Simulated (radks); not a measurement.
The numbers below are computed, except where a source is named.
Xe V, configuration [Kr] 4d10 5s2 5p2. Level of theory: scalar-relativistic Kohn-Sham, PBE, spin-unpolarised, spherical densities, point nucleus (a radial shooting solver on a logarithmic mesh with Libxc functionals).

Unscreened Slater integrals over Kohn-Sham orbitals (cm^-1). Empty in this configuration: 4f.

\begin{tabular}{lr}
integral & value \\ \hline
F0(5p,5p) & 101720 \\
F2(5p,5p) & 55555 \\
F0(5p,5s) & 107740 \\
G1(5p,5s) & 72762 \\
F0(5p,4d) & 125690 \\
F2(5p,4d) & 37567 \\
G1(5p,4d) & 11664 \\
G3(5p,4d) & 11122 \\
F0(5p,4p) & 127720 \\
F2(5p,4p) & 33240 \\
G0(5p,4p) & 6690.6 \\
G2(5p,4p) & 8672.2 \\
F0(5p,4f) & 108960 \\
F2(5p,4f) & 48439 \\
G2(5p,4f) & 36378 \\
G4(5p,4f) & 26161 \\
F0(5s,5s) & 115430 \\
F0(5s,4d) & 139910 \\
G2(5s,4d) & 17412 \\
F0(5s,4p) & 142570 \\
G1(5s,4p) & 10863 \\
F0(5s,4f) & 117920 \\
G3(5s,4f) & 34942 \\
F0(4d,4d) & 227560 \\
F2(4d,4d) & 115660 \\
F4(4d,4d) & 76991 \\
F0(4d,4p) & 241420 \\
F2(4d,4p) & 123310 \\
G1(4d,4p) & 156960 \\
G3(4d,4p) & 97574 \\
F0(4d,4f) & 158660 \\
F2(4d,4f) & 66583 \\
F4(4d,4f) & 40416 \\
G1(4d,4f) & 76179 \\
G3(4d,4f) & 45995 \\
G5(4d,4f) & 32026 \\
F0(4p,4p) & 258280 \\
F2(4p,4p) & 135730 \\
F0(4p,4f) & 164140 \\
F2(4p,4f) & 65691 \\
G2(4p,4f) & 52282 \\
G4(4p,4f) & 35189 \\
F0(4f,4f) & 125330 \\
F2(4f,4f) & 56025 \\
F4(4f,4f) & 34465 \\
F6(4f,4f) & 24604 \\
\end{tabular}

Derived for the open shells (J is the average intra-shell exchange parameter used in DFT+U). 5p: J = F2/5 = 11110 cm^-1.
